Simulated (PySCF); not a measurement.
## C7H8NO: g tensor and hyperfine couplings

C7H8NO (doublet state).
Structure used (GFN2-xTB), in Å, numbered top down from 1:
```
atom  x, y, z in Å
C1     2.949    1.709   -0.006
C2     2.108    0.762   -0.503
C3     1.387   -0.131    0.280
N4     0.621   -1.128   -0.236
C5    -0.480   -1.718    0.505
C6    -1.692   -0.961    0.256
C7    -2.587   -0.217   -0.070
C8    -3.699    0.596   -0.419
O9    -4.541    0.319   -1.242
H10    3.102    1.817    1.053
H11    3.485    2.377   -0.653
H12    1.986    0.685   -1.577
H13    1.456   -0.096    1.357
H14    0.472   -1.084   -1.237
H15   -0.613   -2.755    0.178
H16   -0.232   -1.709    1.570
H17   -3.730    1.546    0.152
```

The hyperfine couplings belong to this conformer and change with its torsions.

The species is `C=C[CH]NCC#CC=O` [radical].

The calculation used UKS B3LYP, pcH-1 on C H N O, non-relativistic, mean-field spin-orbit, GIAO in PySCF 2.14.0. Isolated species at its GFN2-xTB geometry (one conformer only). A GFN2-xTB geometry isn't a minimum of the functional, and hyperfine couplings can be far from their values at a DFT geometry. The frame is twisted about the C3–N4 bond at this geometry (dihedral C2–C3–N4–H14 = -10°); couplings at other torsion angles weren't computed. The SCF solution wasn't tested for stability.

| Quantity | Value |
| --- | --- |
| g1, g2, g3 | 2.00227, 2.00292, 2.00328 |
| g_iso | 2.00282 |
| Form of g | rhombic: the two nearest values differ by 36 % of g3 − g1 |
| ⟨S²⟩ | 0.7699 (exact 0.7500) |
| Basis functions | 305 |

Isotropic coupling and dipolar principal values T1 to T3, in MHz; ρ(0) is the spin density at the nucleus:

```tsv
atom	isotope	a_iso	T1	T2	T3	Mulliken spin population	ρ(0) (bohr⁻³)
C1	13C	46.9	-44.8	-43.2	88.0	0.58	0.0417
C2	13C	-40.6	-22.7	8.8	13.9	-0.21	-0.0361
C3	13C	42.2	-44.1	-43.4	87.4	0.52	0.0376
N4	14N	18.6	-8.5	-8.0	16.5	0.12	0.0577
C5	13C	15.0	-1.5	-1.0	2.5	0.00	0.0134
C6	13C	18.8	-3.2	-0.7	3.9	0.01	0.0167
C7	13C	4.0	-2.4	-1.4	3.8	0.02	0.0035
C8	13C	-1.2	-0.7	-0.2	0.8	0.00	-0.0011
O9	17O	-1.6	-7.2	3.6	3.6	0.02	0.0027
H10	1H	-34.6	-18.6	-1.2	19.9	-0.03	-0.0077
H11	1H	-36.9	-22.1	0.0	22.0	-0.03	-0.0083
H12	1H	9.1	-4.7	-1.0	5.7	0.01	0.0020
H13	1H	-33.5	-18.3	-1.7	20.0	-0.02	-0.0075
H14	1H	-6.5	-9.0	-3.9	12.9	0.00	-0.0015
H15	1H	4.7	-2.6	-1.8	4.4	0.00	0.0011
H16	1H	5.0	-2.4	-2.1	4.5	0.00	0.0011
H17	1H	-0.9	-0.6	-0.2	0.8	0.00	-0.0002
```

Largest spin populations (Mulliken): C1 (+0.58), C3 (+0.52), C2 (-0.21) and N4 (+0.12). The angles at C1 add up to 360.0°, so it is planar.

C3, the radical centre as drawn in `C=C[CH]NCC#CC=O`, holds a spin population of +0.52 out of 1.

Axes: g2 points within 14° of the C1–C2 bond and g3 points within 13° of the C3–H13 bond.

Under fast tumbling the dipolar parts average out, and these isotropic splittings remain (the largest six): 1 × 1H (H11, I = 1/2, 2 lines) with 1.32 mT, 1 × 1H (H10, I = 1/2, 2 lines) with 1.23 mT, 1 × 1H (H13, I = 1/2, 2 lines) with 1.19 mT, 1 × 14N (N4, I = 1, 3 lines) with 0.67 mT, 1 × 1H (H12, I = 1/2, 2 lines) with 0.32 mT and 1 × 1H (H14, I = 1/2, 2 lines) with 0.23 mT.

Means are taken over nuclei equivalent by connectivity, which assumes that they swap fast.

The 13C coupling of C1 (46.9 MHz) shows only in satellite lines or after enrichment, since that isotope makes up about 1.07 % of natural carbon.

The spin density at the nucleus, in bohr⁻³, is negative for C2 (-0.0361), H11 (-0.0083) and H10 (-0.0077), for instance. A restricted open-shell determinant has no negative spin density anywhere; here it arises because α and β orbitals differ (spin polarisation).

On one thread, Arm Neoverse V1 (aarch64), no GPU, on a shared host, this took 1.8 min of wall time (with the writing of density and orbital grids) and 1.1 GiB of memory at its peak.
